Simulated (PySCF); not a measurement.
C₂H₇ClOSi₂. Atoms are numbered in the order given.

```xyz
13

C     -1.1223     0.4779     1.3722
C     -1.1532    -0.2386     0.2383
Si    -2.6958    -1.0843    -0.4513
O     -0.0549    -0.4371    -0.5701
Si     1.5672    -0.3724    -0.1865
Cl     2.1965     1.5793     0.1382
H     -0.2204     0.9856     1.7270
H     -2.0301     0.5908     1.9674
H     -2.4566    -2.5524    -0.5548
H     -3.8422    -0.8195     0.4623
H     -2.9936    -0.5542    -1.8117
H      1.8204    -1.1406     1.0568
H      2.2754    -0.9020    -1.3697
```
Charge 0, spin multiplicity 1.

Geometry: B3LYP-D3(BJ)/def2-SVP. This is a generated structure with no PubChem entry under its InChIKey; it may be hypothetical. The values are those of a single conformer.

Method: B3LYP-D3(BJ)/def2-SVP in PySCF.

Frequencies are harmonic and unscaled.

```csv
mode,ν (cm⁻¹),IR (km/mol),moving atoms (share of kinetic energy)
1,33,0.2,"Si 28 %, Cl 23 %, C 19 %, O 17 %, H 13 %"
2,83,1.8,"Cl 34 %, C 19 %, H 17 %, Si 17 %, O 14 %"
3,132,0.4,"H 72 %, C 11 %"
4,148,1.1,"H 42 %, C 23 %, O 20 %, Si 14 %"
5,174,2.2,"Si 33 %, Cl 25 %, C 18 %, H 13 %, O 11 %"
6,273,6.3,"O 26 %, C 25 %, Si 23 %, H 19 %"
7,371,1.5,"H 48 %, C 43 %"
8,406,15.7,"Si 44 %, O 20 %, H 20 %, C 15 %"
9,536,57.6,"Si 47 %, Cl 43 %"
10,598,14.2,"H 57 %, Si 22 %, C 11 %"
11,646,69.0,"H 75 %, Si 16 %"
12,689,9.8,"H 51 %, C 27 %, Si 11 %, O 10 %"
13,698,40.5,"H 63 %, C 27 %, Si 9 %"
14,740,5.2,H 92 %
15,767,13.3,"H 76 %, C 13 %"
16,795,40.9,"H 32 %, O 30 %, C 20 %, Si 19 %"
17,892,30.6,"H 72 %, C 28 %"
18,901,559.7,"H 83 %, Si 14 %"
19,932,119.5,"H 91 %, Si 9 %"
20,943,27.4,H 97 %
21,947,154.0,H 94 %
22,959,48.1,H 97 %
23,1037,124.7,"H 39 %, O 38 %, C 19 %"
24,1249,218.5,"C 61 %, O 23 %, H 14 %"
25,1405,8.4,"H 83 %, C 16 %"
26,1670,66.3,"C 88 %, H 12 %"
27,2227,87.0,H 97 %
28,2232,88.5,H 97 %
29,2238,107.3,H 96 %
30,2262,85.7,H 97 %
31,2299,97.1,H 96 %
32,3146,1.3,H 94 %
33,3247,1.6,"H 89 %, C 11 %"
```
